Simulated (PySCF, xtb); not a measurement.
NbF₃, SMILES [F][Nb]([F])[F] (connectivity only; charge and spin as stated), neutral, multiplicity 3.

Harmonic wavenumbers (cm⁻¹) from xtb with GFN2-xTB at its own minimum, in rising order: 105, 131, 172, 310, 520, 599.

What does PBE0-D3(BJ)/def2-TZVP in PySCF 2.14.0 give at its own minimum? (Estimate from the structure and the level; the computed values follow.)

60, 118, 177, 606, 667, 719. Paired by order, the mean absolute difference is 104 cm⁻¹ and the zero-point energies are 2.6 and 3.4 kcal/mol.
